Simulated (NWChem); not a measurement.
System: SiNH₄ anion

```xyz
6

N     -0.0669     1.2136     0.0000
Si    -0.0141    -0.4603     0.0000
H      0.8374     1.6874     0.0000
H      0.6380    -1.2264    -1.1706
H     -1.4162    -1.0392     0.0000
H      0.6380    -1.2264     1.1706
```
Atoms are numbered in this order, from 1.

Level: B3LYP/def2-SVPD (NWChem), optimised geometry, unscaled harmonic frequencies. The highest occupied level is positive, so the extra electron may be held by the finite basis.

| frequency (cm⁻¹) | IR intensity (km/mol) |
|---|---|
| 274 | 64.0 |
| 639 | 75.0 |
| 669 | 49.0 |
| 804 | 96.0 |
| 938 | 81.2 |
| 939 | 2.6 |
| 968 | 94.3 |
| 1024 | 337.8 |
| 1869 | 527.4 |
| 1934 | 471.3 |
| 2067 | 270.8 |
| 3509 | 21.3 |

| Property | Value |
|---|---|
| zero-point energy | 22.3 kcal/mol |
| thermal correction to the enthalpy at 298.15 K (with zero-point energy) | 25.3 kcal/mol |
| heat capacity Cv | 11.9 cal/(mol K) |
| entropy at 298.15 K and 1 atm (symmetry number 1) | 60.9 cal/(mol K) |

Rigid rotor and harmonic oscillator.
